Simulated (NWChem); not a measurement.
System: BH₃S₂; SMILES SBS

Input file for NWChem:

```
start job
memory heap 200 mb stack 900 mb global 1100 mb
geometry units angstroms noautosym nocenter noautoz
  B      0.000000     0.000000    -0.684700
  H      0.000000     0.000000    -1.873262
  S     -1.555353     0.000000     0.234938
  H     -2.375643     0.000000    -0.836159
  S      1.555353     0.000000     0.234938
  H      2.375643     0.000000    -0.836159
end
basis spherical
  * library 6-31g*
end
dft
  xc b3lyp
  iterations 150
end
property
  efieldgrad
end
task dft property
```

NWChem printed, in part:

```
             Northwest Computational Chemistry Package (NWChem) 7.3.0
             --------------------------------------------------------

                             Geometry "geometry" -> ""
                             -------------------------

 Output coordinates in angstroms (scale by  1.889725989 to convert to a.u.)

  No.       Tag          Charge          X              Y              Z
 ---- ---------------- ---------- -------------- -------------- --------------
    1 B                    5.0000     0.00000000     0.00000000    -0.68470000
    2 H                    1.0000     0.00000000     0.00000000    -1.87326200
    3 S                   16.0000    -1.55535300     0.00000000     0.23493800
    4 H                    1.0000    -2.37564300     0.00000000    -0.83615900
    5 S                   16.0000     1.55535300     0.00000000     0.23493800
    6 H                    1.0000     2.37564300     0.00000000    -0.83615900

 Effective nuclear repulsion energy (a.u.)     118.5482102476

                              NWChem Property Module
                              ----------------------

  itol2e modified to match energy
  convergence criterion.

                                 NWChem DFT Module
                                 -----------------

 Summary of "ao basis" -> "ao basis" (spherical)
 ------------------------------------------------------------------------------
       Tag                 Description            Shells   Functions and Types
 ---------------- ------------------------------  ------  ---------------------
 B                           6-31g*                  6       14   3s2p1d
 H                           6-31g*                  2        2   2s
 S                           6-31g*                  8       18   4s3p1d

  itol2e modified to match energy
  convergence criterion.

            General Information
            -------------------
          SCF calculation type: DFT
          Wavefunction type:  closed shell.
          No. of atoms     :     6
          No. of electrons :    40
           Alpha electrons :    20
            Beta electrons :    20
          Charge           :     0
          Spin multiplicity:     1
          Use of symmetry is: off; symmetry adaption is: off
          Maximum number of iterations: 150
          AO basis - number of functions:    56
                     number of shells:    28
          Convergence on energy requested:  1.00D-07
          Convergence on density requested:  1.00D-05
          Convergence on gradient requested:  5.00D-04

              XC Information
              --------------
                         B3LYP Method XC Potential
                     Hartree-Fock (Exact) Exchange  0.200
                        Slater Exchange Functional  0.800 local
                    Becke 1988 Exchange Functional  0.720 non-local
              Lee-Yang-Parr Correlation Functional  0.810
                  VWN I RPA Correlation Functional  0.190 local

             Grid Information
             ----------------
          Grid used for XC integration:  fine
          Radial quadrature: Mura-Knowles
          Angular quadrature: Lebedev.
          Tag              B.-S. Rad. Rad. Pts. Rad. Cut. Ang. Pts.
          ---              ---------- --------- --------- ---------
          B                   0.85       70           8.0       590
          H                   0.35       60          11.0       590
          S                   1.00      123          11.0       770
          Grid pruning is: on
          Number of quadrature shells:   496
          Spatial weights used:  Erf1

      Superposition of Atomic Density Guess
      -------------------------------------

 Sum of atomic energies:        -820.93214802

      Non-variational initial energy
      ------------------------------

 Total energy =    -821.936332
 1-e energy   =   -1368.732921
 2-e energy   =     428.248379
 HOMO         =      -0.309566
 LUMO         =       0.031839

[...]

          -----------------------
          Electric field gradient
          -----------------------

 1 a.u. = 0.324123 10**(16) esu/cm**3  ( or statvolts/cm**2 ) = 0.97174 10**(22) v/m**2

 ------------------------------------------------------------
   Atom      X         Y         Z
 ------------------------------------------------------------
    1 B    0.00000   0.00000  -1.29390
 ------------------------------------------------------------

 Electric field gradient in molecular frame (a.u.)
         XX             YY             ZZ             XY             XZ             YZ
 ------------------------------------------------------------------------------------------
        0.091487      -0.328665       0.237177       0.000000      -0.000000      -0.000000

 Principal components (a.u.) and orientation
 of principal axis w.r.t. absolute frame                      Asymmetry parameter eta
 --------------------------------------------------------------------------------------
       -0.328665       0.237177       0.091487                       0.443279

       -0.000000      -0.000000       1.000000
        1.000000      -0.000000       0.000000
        0.000000       1.000000       0.000000

 ------------------------------------------------------------
   Atom      X         Y         Z
 ------------------------------------------------------------
    2 H    0.00000   0.00000  -3.53995
 ------------------------------------------------------------

 Electric field gradient in molecular frame (a.u.)
         XX             YY             ZZ             XY             XZ             YZ
 ------------------------------------------------------------------------------------------
        0.107541       0.107236      -0.214777       0.000000      -0.000000       0.000000

 Principal components (a.u.) and orientation
 of principal axis w.r.t. absolute frame                      Asymmetry parameter eta
 --------------------------------------------------------------------------------------
       -0.214777       0.107541       0.107236                       0.001421

       -0.000000       1.000000       0.000000
        0.000000       0.000000       1.000000
        1.000000      -0.000000       0.000000

 ------------------------------------------------------------
   Atom      X         Y         Z
 ------------------------------------------------------------
    3 S   -2.93919   0.00000   0.44397
 ------------------------------------------------------------

 Electric field gradient in molecular frame (a.u.)
         XX             YY             ZZ             XY             XZ             YZ
 ------------------------------------------------------------------------------------------
       -1.228168       1.437032      -0.208864       0.000000      -0.839435       0.000000

 Principal components (a.u.) and orientation
 of principal axis w.r.t. absolute frame                      Asymmetry parameter eta
 --------------------------------------------------------------------------------------
       -1.700553       1.437032       0.263520                       0.690077

        0.871486       0.000000      -0.490421
       -0.000000       1.000000       0.000000
        0.490421      -0.000000       0.871486

 ------------------------------------------------------------
   Atom      X         Y         Z
 ------------------------------------------------------------
    4 H   -4.48931   0.00000  -1.58011
 ------------------------------------------------------------

 Electric field gradient in molecular frame (a.u.)
         XX             YY             ZZ             XY             XZ             YZ
 ------------------------------------------------------------------------------------------
       -0.020699       0.123168      -0.102469       0.000000      -0.160275      -0.000000

 Principal components (a.u.) and orientation
 of principal axis w.r.t. absolute frame                      Asymmetry parameter eta
 --------------------------------------------------------------------------------------
       -0.226991       0.123168       0.103823                       0.085222

        0.613524       0.000000       0.789676
       -0.000000       1.000000      -0.000000
        0.789676      -0.000000      -0.613524

 ------------------------------------------------------------
   Atom      X         Y         Z
 ------------------------------------------------------------
    5 S    2.93919   0.00000   0.44397
 ------------------------------------------------------------

 Electric field gradient in molecular frame (a.u.)
         XX             YY             ZZ             XY             XZ             YZ
 ------------------------------------------------------------------------------------------
       -1.228168       1.437032      -0.208864       0.000000       0.839435       0.000000

 Principal components (a.u.) and orientation
 of principal axis w.r.t. absolute frame                      Asymmetry parameter eta
 --------------------------------------------------------------------------------------
       -1.700553       1.437032       0.263520                       0.690077

        0.871486       0.000000       0.490421
       -0.000000       1.000000      -0.000000
       -0.490421       0.000000       0.871486

 ------------------------------------------------------------
   Atom      X         Y         Z
 ------------------------------------------------------------
    6 H    4.48931   0.00000  -1.58011
 ------------------------------------------------------------

 Electric field gradient in molecular frame (a.u.)
         XX             YY             ZZ             XY             XZ             YZ
 ------------------------------------------------------------------------------------------
       -0.020699       0.123168      -0.102469       0.000000       0.160275       0.000000

[...]
```

Level: B3LYP/6-31G* (spherical d). Structure relaxed at the B3LYP/6-31G* (spherical d) level. NWChem prints the field gradient with the sign opposite to the second derivative of the potential.
